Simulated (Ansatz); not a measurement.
`C[SiH2][SnH3]` + `C#CN` → `C#C[NH][SnH3]` + `C[SiH3]` at 400 K and 1 bar (cleavage of the Sn–Si bond).

Isolated molecules relaxed with PBE0-D4/def2-TZVP in Ansatz; ΔE leaves out vibrations. CBS: MP2 limit from def2 TZ/QZ plus the TZ coupled-cluster correction, frozen cores. This one scheme is used for every species. def2 core potentials past Kr. For Sn outer-core shells are correlated without core-valence functions, which leaves a few kJ/mol of doubt a bond. One conformer a species, not always the lowest.

| species | CCSD(T)/CBS energy (Eh) | H − E (kJ/mol) | S (J/(mol·K)) |
| --- | --- | --- | --- |
| `C[SiH2][SnH3]` | -545.95955 | 227.8 | 391.4 |
| `C#CN` | -132.52893 | 136.4 | 272.8 |
| `C#C[NH][SnH3]` | -347.74191 | 174.4 | 377.5 |
| `C[SiH3]` | -330.73916 | 180.9 | 277.1 |

H − E and S are ideal-gas, rigid-rotor, harmonic terms from PBE0-D4/def2-TZVP, for one conformer and one mirror image of each species. 1 Eh = 2625.50 kJ/mol, R = 8.31446 J/(mol·K).

By hand: ΔE, ΔH, ΔS and ΔG.

ΔE = (-347.74191) + (-330.73916) − (-545.95955) − (-132.52893) = 0.00741 Eh = 19.5 kJ/mol. Δ(H − E) = 174.4 + 180.9 − 227.8 − 136.4 = -8.9, so ΔH = 10.6 kJ/mol. ΔS = 377.5 + 277.1 − 391.4 − 272.8 = -9.6 J/(mol·K). ΔG = 10.6 − 400 × (-9.6)/1000 = 14.4 kJ/mol.

By hand: the equilibrium constant, and the temperature at which ΔG would vanish if ΔH and ΔS stayed fixed.

log₁₀ K = −ΔG/(RT ln 10) = -1.9. ΔH and −TΔS have one sign here, so there is no such temperature.

TΔS isn't small against ΔH here. A doubt of 5 kJ/mol in ΔE shifts log₁₀ K by 0.7 here. Other conformers and mirror images would add mixing entropy, several J/(mol·K) or more a flexible species. These are equilibria of isolated gas molecules and say nothing of rates. Largest T1 diagnostic: 0.014 (customary marks: 0.02 for closed shells, 0.045 for open ones).

ΔS is within the doubt of such terms, so its sign, and with it that verdict, could turn.
